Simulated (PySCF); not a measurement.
# Polarisability and C₆ of Cl⁻ (chlorine, charge -1)

[Ar], closed-shell 1S. Calculation: PySCF 2.14, in aug-cc-pV(Q+d)Z with one added diffuse shell each of s, p, d, f, g type (8s7p6d4f3g, 114 functions); no relativity, point nucleus. Coupled (time-dependent) response in atomic units; α is the mean over directions.

| method | mean α (bohr³) | C₆ (like pair) | S(−4) |
| --- | --- | --- | --- |
| UHF | 31.54 | 267.1 | 390.8 |
| PBE0 | 39.59 | 341.4 | 841.8 |
| r2SCANh | 39.92 | 355.7 | 811.1 |

S(−4) is the Cauchy moment in α(ω) = α(0) + S(−4) ω² + …

α(iu) at r2SCANh:

```
u (hartree)  α(iu) (bohr³)
          0          39.92
     0.0500          38.06
      0.100          33.90
      0.200          25.47
      0.300          19.39
      0.500          12.13
      0.750          7.510
       1.00          5.054
       1.50          2.703
       2.00          1.674
       3.00         0.8318
       5.00         0.3438
```

A single London oscillator, α(iu) = α/(1 + u²/ω²), gives C₆ = (3/4) ω α². Matching the computed C₆ needs ω = 4 × 355.7 / (3 × 39.92²) = 0.298 hartree.

For an ion, C₆ is the dispersion term alone; charge-induced terms of lower order in 1/R come first.
